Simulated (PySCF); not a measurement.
**Calculated NMR parameters of CC(=O)[SiH2]N1C=CC1**

| Item | Value |
| --- | --- |
| Formula | C5H9NOSi |
| SMILES | CC(=O)[SiH2]N1C=CC1 |
| InChI | InChI=1S/C5H9NOSi/c1-5(7)8-6-3-2-4-6/h2-3H,4,8H2,1H3 |
| Point group of the computed structure | C1 |
| Degrees of unsaturation | 3 |
| Carbon signals | 5 |
| Proton signals | 5 |

Numbering as in the mapped SMILES `[CH3:1][C:2](=[O:3])[SiH2:4][N:5]1[CH:6]=[CH:7][CH2:8]1`. Hydrogens are named by the atom that carries them.

Level of theory: GFN2-xTB geometry, GIAO PBE0/pcSseg-1 shieldings, in PySCF 2.14.0 with density-fitted response routines (a single conformation, one averaged value for each set of equivalent atoms, non-relativistic Hamiltonian, no solvent).

Chemical shifts δ = σref − σ; $^{1}$H (31.72 ppm) and $^{13}$C (186.93 ppm) and $^{29}$Si (349.16 ppm) against TMS; $^{15}$N (267.73 ppm) against NH3; $^{17}$O (336.08 ppm) vs H2O, all at this level.

```tsv
carbon	δC, type	δH (multiplicity)	HMBC from (2–3 bonds)	span of the C tensor (ppm)
C1	40.1, CH3	2.42 (s)	H(Si4)	78
C2	243.7, C	–	H(Si4), H(C1)	260
C6	147.7, CH	6.49 (d)	H(C7), H(Si4), H(C8)	170
C7	116.4, CH	5.63 (m)	H(C6), H(C8)	169
C8	60.1, CH2	4.64 (m)	H(C6), H(C7), H(Si4)	37
```

Other nuclei:
```csv
atoms,nucleus,environment,δ (ppm),σ (ppm)
H(Si4),$^{1}$H,"hydrogen on a silicon bonded to C, N",5.23,26.49
Si4,$^{29}$Si,"silicon bonded to C, N, 2 H",-76.2,425.4
N5,$^{15}$N,enamine nitrogen,80.6,187.1
O3,$^{17}$O,carbonyl oxygen,852.5,-516.4
```

- Carbon types of the structure: 1 × C, 2 × CH, 1 × CH2, 1 × CH3, leaving 2 H on heteroatoms.
- δC 243.7: carbonyl carbon.
- δC 147.7: alkene carbon bearing nitrogen; an sp2 carbon further deshielded by the attached heteroatom.
- δC 116.4: β carbon of an enol-ether or enamine type C=C.
- δC 60.1: allylic sp3 CH2 bonded to N; the inductive effect lowers its shielding.
- δH 5.63: hydrogen on a β carbon of an enol-ether or enamine type C=C; attached to an sp2 carbon and in the plane of the double bond.

Shifts are as computed. Against solution values, carbons near 30 ppm lie about +3 ppm off and those near 130 ppm about +5 ppm. Of 1309 compounds with measured shifts, 239 miss one by over three times the rms of a fit or turn the order of signals round; such compounds aren't used in these exercises. Unscaled 17O shifts of doubly bonded oxygen tend to come out too high, by tens of ppm or more. Experimental scales use liquid or dissolved standards, which lie at an offset from isolated NH3 (liquid NH3: subtract about 20 ppm) and H2O (liquid H2O: subtract about 36 ppm). No couplings were computed; multiplicities are counted from neighbouring protons, with m where these are inequivalent, close in shift, in a saturated or five-membered ring or joined by F or P, and br s for small geminal =CH2 splittings.
